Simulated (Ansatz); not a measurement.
Cl5Nb, charge +1, doublet, at a GFN2-xTB geometry (such geometries of metal compounds can be far from the true shape) (the multiplicity is a formal guess) (core potentials on Nb).

Here is a job for Ansatz (an electronic-structure program).
Ansatz 0.2 input:
```yaml
crystal:
  periodic: [false, false, false]
  atoms:
    - {symbol: Nb, position_ang: [0.02729002, 0.16592046, -0.13871072]}
    - {symbol: Cl, position_ang: [1.97824464, -0.18680081, -1.05168105]}
    - {symbol: Cl, position_ang: [0.62431961, -1.30473457, 1.84570697]}
    - {symbol: Cl, position_ang: [-1.22195116, 0.76817675, -1.85553039]}
    - {symbol: Cl, position_ang: [-1.47094980, -1.62636147, 0.27666815]}
    - {symbol: Cl, position_ang: [0.02451960, 1.94955898, 1.11937393]}
basis:
  gaussian:
    orbitals: def2-SV_P_.json
hamiltonian:
  xc: pbe0
total_charge: 1
magnetization: {spin_polarized: true, initial_magnetization: 1}
```
The basis file holds def2-SV(P) in the JSON format of the Basis Set Exchange.

**Question.** What does this run give for the total energy, <S^2>, number of basis functions?

**Answer.** 
The total energy is -2356.3670 Eh and the <S^2> is 0.757. The number of basis functions is 114.
